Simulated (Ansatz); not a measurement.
System: C$_{3}$H$_{6}$N (charge -1, singlet). It need not be the lowest isomer of its formula. Whether it binds its extra electron was not tested at this geometry. 
Geometry from a B3LYP-D3(BJ)/def2-TZVP (Ansatz, a program for electronic structure) optimisation:
```xyz
10

C     -0.8288    -0.8532     0.0933
C     -0.9292     0.6246    -0.2354
C      0.3400     0.1382     0.4095
N      1.5163     0.1949    -0.3355
H     -0.6457    -1.5298    -0.7341
H     -1.4679    -1.2405     0.8878
H     -1.6358     1.2245     0.3336
H     -0.8264     0.9080    -1.2773
H      0.3313     0.3517     1.5054
H      2.1385    -0.5358     0.0287
```
Charge -1, spin multiplicity 1.

Basis-set convergence of Hartree-Fock and CCSD correlation energies (hartree) with Ansatz. Correlated levels leave the core frozen unless marked. No spin-orbit coupling. Non-relativistic. This anion needs diffuse functions, which these sets lack.

```
basis    functions       E(HF)  E(corr, CCSD)
-------  ---------  ----------  -------------
cc-pVDZ          -  -171.41705       -0.64030
cc-pVTZ        204           …              …
```

**Question.** What belongs in the gaps?

**Answer.** 
- cc-pVTZ, E(HF): -171.47657
- cc-pVTZ, E(corr, CCSD): -0.76867
